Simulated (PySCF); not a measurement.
## How exact exchange moves a shielding

Molecule: `InChI=1S/C2H3.CH4N.Al.H/c2*1-2;;/h1H,2H2;2H,1H3;;/q;-1;+1;`.

Geometry:
```
atom   x (Å)   y (Å)   z (Å)
  C1   2.768   0.256   0.495
  C2   1.431   0.193   0.608
 Al3   0.335  -0.143  -0.963
  N4  -1.438  -0.239  -0.844
  C5  -2.285  -0.091   0.314
  H6   3.277   0.123  -0.469
  H7   3.432   0.444   1.350
  H8   1.021   0.342   1.617
  H9   0.996  -0.341  -2.394
 H10  -1.976  -0.419  -1.687
 H11  -2.990   0.757   0.227
 H12  -1.676   0.096   1.213
 H13  -2.889  -0.994   0.523
```

GIAO shieldings (ppm, equivalent atoms averaged) in PySCF on the PBE0-D3(BJ)/def2-SVP geometry, basis pcSseg-2, gas phase, non-relativistic:

| functional | exact exchange (%) | σ(C1) | σ(C5) | σ(Al3) | σ(N4) |
| --- | --- | --- | --- | --- | --- |
| BLYP | 0 | 22.3 | 138.7 | 345.6 | 173.6 |
| BP86 | 0 | 25.2 | 143.1 | 350.2 | 179.0 |
| PBE | 0 | 25.0 | 143.5 | 349.7 | 178.8 |
| B3LYP | 20 | 24.0 | 144.3 | 356.8 | 186.9 |
| PBE0 | 25 | 27.2 | 149.8 | 364.8 | 194.9 |
| mPW1PW91 | 25 | 26.7 | 149.1 | 365.8 | 194.7 |
| HF | 100 | 35.6 | 160.5 | 407.4 | 221.4 |

Q: Fit each shielding as a line in the percentage of exact exchange.

A: σ(C1) = 23.8 + 0.12 x (rms 1.2 ppm); σ(C5) = 142.4 + 0.19 x (rms 2.1 ppm); σ(Al3) = 348.5 + 0.59 x (rms 2.2 ppm); σ(N4) = 179.1 + 0.44 x (rms 3.3 ppm). The functionals also differ in their semilocal parts, which the line can't hold; Hartree–Fock has no correlation at all.

Q: What does the line predict for BHandHLYP (50 %), and what does the run give?

A: σ(C1): 29.8 predicted, 27.5 computed; σ(C5): 151.9 predicted, 151.1 computed; σ(Al3): 378.0 predicted, 373.9 computed; σ(N4): 201.1 predicted, 202.3 computed ppm.
